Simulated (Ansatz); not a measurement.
## Nudged elastic band run: H₆O₂Sn

input.yaml

```yaml
crystal:
  periodic: [false, false, false]
  atoms:
    - { symbol: Sn, position_ang: [-0.074708, -0.404002, -0.061746] }
    - { symbol: H, position_ang: [-0.301256, -1.027011, 1.500743] }
    - { symbol: H, position_ang: [1.542754, -0.324486, -0.576586] }
    - { symbol: O, position_ang: [-0.816617, 1.443919, -0.145256] }
    - { symbol: H, position_ang: [-1.627162, 1.571001, -0.612482] }
    - { symbol: H, position_ang: [-1.017668, -1.283254, -1.197305] }
    - { symbol: O, position_ang: [1.073337, 1.83905, 1.762403] }
    - { symbol: H, position_ang: [1.817322, 2.325766, 1.442172] }
    - { symbol: H, position_ang: [0.326898, 2.153316, 1.260856] }
basis:
  gaussian: { orbitals: def2-SVP }
hamiltonian:
  xc: hf
neb:
  order_check: false
  images: 4
  f_tol: 0.03
  max_iterations: 60
  climbing: false
  final_atoms:
    - { symbol: Sn, position_ang: [0.41171992, 0.21246188, -0.87120638] }
    - { symbol: H, position_ang: [-0.56715321, 0.83594624, 3.96425925] }
    - { symbol: H, position_ang: [1.69627147, 0.33485572, -1.97404236] }
    - { symbol: O, position_ang: [-0.8719718, 1.5789989, -1.44431223] }
    - { symbol: H, position_ang: [-1.65519023, 1.71207548, -0.93251099] }
    - { symbol: H, position_ang: [-0.3336497, -1.30245596, -0.69828188] }
    - { symbol: O, position_ang: [0.99833757, 0.68512035, 0.94334324] }
    - { symbol: H, position_ang: [1.45820361, 1.50025921, 1.07312267] }
    - { symbol: H, position_ang: [-0.21366763, 0.73703717, 3.31242769] }
  initial_path:
    images:
      - { positions_ang: [[-0.074708, -0.404002, -0.061746], [-0.301256, -1.027011, 1.500743], [1.542754, -0.324486, -0.576586], [-0.816617, 1.443919, -0.145256], [-1.627162, 1.571001, -0.612482], [-1.017668, -1.283254, -1.197305], [1.073337, 1.83905, 1.762403], [1.817322, 2.325766, 1.442172], [0.326898, 2.153316, 1.260856]] }
      - { positions_ang: [[-0.04634172, -0.21977322, -0.072866], [-0.21208206, -0.69982382, 1.69331264], [1.58810269, -0.16165448, -0.5903553], [-0.83532775, 1.56717583, -0.3117749], [-1.70351953, 1.57431564, -0.70445361], [-0.94535474, -1.27143264, -1.06719075], [0.99032396, 1.86139448, 1.41596977], [1.74254574, 2.04536421, 1.46471158], [0.34455341, 1.59873299, 1.54544558]] }
      - { positions_ang: [[-0.01797545, -0.03554444, -0.08398601], [-0.12290811, -0.37263665, 1.88588228], [1.63345139, 0.00117704, -0.6041246], [-0.85403849, 1.69043267, -0.47829381], [-1.77987707, 1.57763029, -0.79642522], [-0.87304149, -1.25961128, -0.9370765], [0.90731093, 1.88373897, 1.06953654], [1.66776947, 1.76496242, 1.48725116], [0.36220882, 1.04414998, 1.83003515]] }
      - { positions_ang: [[0.07931014, 0.08774833, -0.24587808], [-0.17608756, -4.52e-05, 2.37858553], [1.66415488, 0.13304539, -0.88361587], [-0.86510946, 1.71744865, -0.73810505], [-1.78548272, 1.60584518, -0.86043102], [-0.73623783, -1.26345167, -0.83727187], [0.89231104, 1.65295304, 0.90572459], [1.5959458, 1.59986106, 1.4134413], [0.2540957, 0.76089422, 2.24034949]] }
      - { positions_ang: [[0.24551503, 0.15010511, -0.55854223], [-0.37162039, 0.41795052, 3.17142239], [1.68021318, 0.23395055, -1.42882911], [-0.86854063, 1.64822378, -1.09120864], [-1.72033647, 1.65896033, -0.89647101], [-0.53494376, -1.28295382, -0.76777688], [0.94532431, 1.16903669, 0.92453391], [1.5270747, 1.55006014, 1.24328199], [0.02021403, 0.74896569, 2.77638859]] }
      - { positions_ang: [[0.41171992, 0.21246188, -0.87120638], [-0.56715321, 0.83594624, 3.96425925], [1.69627147, 0.33485572, -1.97404236], [-0.8719718, 1.5789989, -1.44431223], [-1.65519023, 1.71207548, -0.93251099], [-0.3336497, -1.30245596, -0.69828188], [0.99833757, 0.68512035, 0.94334324], [1.45820361, 1.50025921, 1.07312267], [-0.21366763, 0.73703717, 3.31242769]] }
```

Run as:

```bash
$ ansatz run input.yaml --threads 2 --pin off --max-ram 3072MiB --backend cpu --events-out ev --progress --plain --runs-dir out
```

Output, in part (warnings, iteration lines, the closing report on the highest movable image, with atoms numbered from 0):

```
NEB end point (image 0): max|allowed force component| = 5.851e-3 eV/Å (the criterion of neb.relax_end_points is 1.000e-2)
NEB end point (image 5): max|allowed force component| = 1.233e-2 eV/Å (the criterion of neb.relax_end_points is 1.000e-2)
NEB iter   1: max|band force component| = 3.057e1 eV/Å  barrier→ = 5.8958 eV  barrier← = 5.4260 eV  Δτ_max = 0.2000 Å  (184 SCF iters)
NEB iter   2: max|band force component| = 1.112e1 eV/Å  barrier→ = 2.5174 eV  barrier← = 2.0476 eV  Δτ_max = 0.2000 Å  (127 SCF iters)
NEB iter   3: max|band force component| = 3.618e0 eV/Å  barrier→ = 2.0998 eV  barrier← = 1.6299 eV  Δτ_max = 0.2000 Å  (131 SCF iters)
NEB iter   4: max|band force component| = 1.660e0 eV/Å  barrier→ = 1.5771 eV  barrier← = 1.1073 eV  Δτ_max = 0.2000 Å  (118 SCF iters)
NEB iter   5: max|band force component| = 1.231e0 eV/Å  barrier→ = 1.3570 eV  barrier← = 0.8872 eV  Δτ_max = 0.2000 Å  (130 SCF iters)
NEB iter   6: max|band force component| = 1.281e0 eV/Å  barrier→ = 1.2521 eV  barrier← = 0.7823 eV  Δτ_max = 0.1027 Å  (132 SCF iters)
NEB iter   7: max|band force component| = 2.208e0 eV/Å  barrier→ = 1.2013 eV  barrier← = 0.7315 eV  Δτ_max = 0.0498 Å  (127 SCF iters)
NEB iter   8: max|band force component| = 9.177e-1 eV/Å  barrier→ = 1.1562 eV  barrier← = 0.6864 eV  Δτ_max = 0.0997 Å  (128 SCF iters)
NEB iter   9: max|band force component| = 3.278e-1 eV/Å  barrier→ = 1.0612 eV  barrier← = 0.5914 eV  Δτ_max = 0.1640 Å  (133 SCF iters)
NEB iter  10: max|band force component| = 2.541e-1 eV/Å  barrier→ = 1.0194 eV  barrier← = 0.5496 eV  Δτ_max = 0.2000 Å  (114 SCF iters)
NEB iter  11: max|band force component| = 2.760e0 eV/Å  barrier→ = 1.5382 eV  barrier← = 1.0684 eV  Δτ_max = 0.1034 Å  (128 SCF iters)
NEB iter  12: max|band force component| = 1.231e0 eV/Å  barrier→ = 1.1347 eV  barrier← = 0.6649 eV  Δτ_max = 0.1956 Å  (119 SCF iters)
NEB iter  13: max|band force component| = 4.202e-1 eV/Å  barrier→ = 0.9609 eV  barrier← = 0.4911 eV  Δτ_max = 0.2000 Å  (113 SCF iters)
NEB iter  14: max|band force component| = 4.385e0 eV/Å  barrier→ = 1.6492 eV  barrier← = 1.1794 eV  Δτ_max = 0.1011 Å  (119 SCF iters)
NEB iter  15: max|band force component| = 6.590e-1 eV/Å  barrier→ = 1.0139 eV  barrier← = 0.5441 eV  Δτ_max = 0.0590 Å  (114 SCF iters)
NEB iter  16: max|band force component| = 2.528e-1 eV/Å  barrier→ = 0.9773 eV  barrier← = 0.5075 eV  Δτ_max = 0.0484 Å  (106 SCF iters)
NEB iter  17: max|band force component| = 1.868e-1 eV/Å  barrier→ = 0.9773 eV  barrier← = 0.5075 eV  Δτ_max = 0.0487 Å  (103 SCF iters)
NEB iter  18: max|band force component| = 1.884e-1 eV/Å  barrier→ = 0.9758 eV  barrier← = 0.5060 eV  Δτ_max = 0.0243 Å  (119 SCF iters)
NEB iter  19: max|band force component| = 1.702e-1 eV/Å  barrier→ = 0.9796 eV  barrier← = 0.5098 eV  Δτ_max = 0.0244 Å  (120 SCF iters)
NEB iter  20: max|band force component| = 1.651e-1 eV/Å  barrier→ = 0.9875 eV  barrier← = 0.5177 eV  Δτ_max = 0.0243 Å  (122 SCF iters)
NEB iter  21: max|band force component| = 1.384e-1 eV/Å  barrier→ = 0.9892 eV  barrier← = 0.5194 eV  Δτ_max = 0.0243 Å  (120 SCF iters)
NEB iter  22: max|band force component| = 1.226e-1 eV/Å  barrier→ = 0.9911 eV  barrier← = 0.5213 eV  Δτ_max = 0.0242 Å  (120 SCF iters)
NEB iter  23: max|band force component| = 1.078e-1 eV/Å  barrier→ = 0.9859 eV  barrier← = 0.5161 eV  Δτ_max = 0.0243 Å  (123 SCF iters)
NEB iter  24: max|band force component| = 8.324e-2 eV/Å  barrier→ = 0.9852 eV  barrier← = 0.5154 eV  Δτ_max = 0.0242 Å  (120 SCF iters)
NEB iter  25: max|band force component| = 4.864e-2 eV/Å  barrier→ = 0.9812 eV  barrier← = 0.5114 eV  Δτ_max = 0.0242 Å  (123 SCF iters)
NEB iter  26: max|band force component| = 4.192e-2 eV/Å  barrier→ = 0.9790 eV  barrier← = 0.5092 eV  Δτ_max = 0.0242 Å  (121 SCF iters)
NEB iter  27: max|band force component| = 3.599e-2 eV/Å  barrier→ = 0.9767 eV  barrier← = 0.5069 eV  Δτ_max = 0.0242 Å  (122 SCF iters)
NEB iter  28: max|band force component| = 3.868e-2 eV/Å  barrier→ = 0.9749 eV  barrier← = 0.5051 eV  Δτ_max = 0.0242 Å  (118 SCF iters)
NEB iter  29: max|band force component| = 4.414e-2 eV/Å  barrier→ = 0.9733 eV  barrier← = 0.5035 eV  Δτ_max = 0.0121 Å  (120 SCF iters)
NEB iter  30: max|band force component| = 4.318e-2 eV/Å  barrier→ = 0.9735 eV  barrier← = 0.5037 eV  Δτ_max = 0.0121 Å  (120 SCF iters)
NEB iter  31: max|band force component| = 3.855e-2 eV/Å  barrier→ = 0.9753 eV  barrier← = 0.5055 eV  Δτ_max = 0.0121 Å  (129 SCF iters)
NEB iter  32: max|band force component| = 3.276e-2 eV/Å  barrier→ = 0.9762 eV  barrier← = 0.5064 eV  Δτ_max = 0.0121 Å  (130 SCF iters)
NEB iter  33: max|band force component| = 2.862e-2 eV/Å  barrier→ = 0.9774 eV  barrier← = 0.5076 eV  Δτ_max = 0.0000 Å  (331 SCF iters)
Total energy: -9970.02223399 eV, -366.3915591752 hartree
Atom 0 at     0.389711     0.407822    -0.337183 Å, force     0.266153     0.164310    -0.106598 eV/Å
Atom 1 at    -0.884897     0.322436     1.991792 Å, force    -0.179344     0.115347     0.473833 eV/Å
Atom 2 at     1.579946     0.484411    -1.526510 Å, force     0.095498     0.002543    -0.359249 eV/Å
Atom 3 at    -1.145954     1.457072    -0.948490 Å, force     0.134387     0.041941     0.064100 eV/Å
Atom 4 at    -1.969647     1.443544    -0.485070 Å, force     0.116917    -0.026964     0.047607 eV/Å
Atom 5 at    -0.154891    -1.192116    -0.058490 Å, force     0.143139     0.180727     0.240079 eV/Å
Atom 6 at     1.260417     1.397587     1.160922 Å, force     0.014586    -0.213372    -0.256033 eV/Å
Atom 7 at     2.151967     1.200032     1.410008 Å, force    -0.034584     0.034495    -0.203160 eV/Å
Atom 8 at    -0.303753     0.773511     2.165820 Å, force    -0.556751    -0.299028     0.099421 eV/Å
Dipole moment:     0.158686    -0.500007     0.140661 e Å
```

The forces met the threshold. No image climbed, so the highest image needn't sit at the top of the path. A band with more images between the same ends climbed to 2.30 eV, so this one has probably stepped over the top. The orbitals stay closed-shell, which can raise the energy where a bond breaks towards radicals; this wasn't checked here.

Final band (atoms are numbered from 1 in the order of the input):

```
image  path coordinate (Å)  energy (eV)  Sn1–H2 (Å)  O7–H9 (Å)  Sn1–O7 (Å)
    0                 0.00         0.00        1.70       0.95        3.11
    1                 1.71         0.24        1.71       0.95        3.00
    2                 3.41         0.82        1.76       0.95        2.69
    3                 5.12         0.98        2.66       1.96        2.00
    4                 6.82         0.48        4.01       2.60        1.96
    5                 8.52         0.47        4.97       2.66        1.96
```

Run time: 2.1 min on 2 threads of Arm Neoverse V2, on a shared host, peak memory 0.16 GiB.
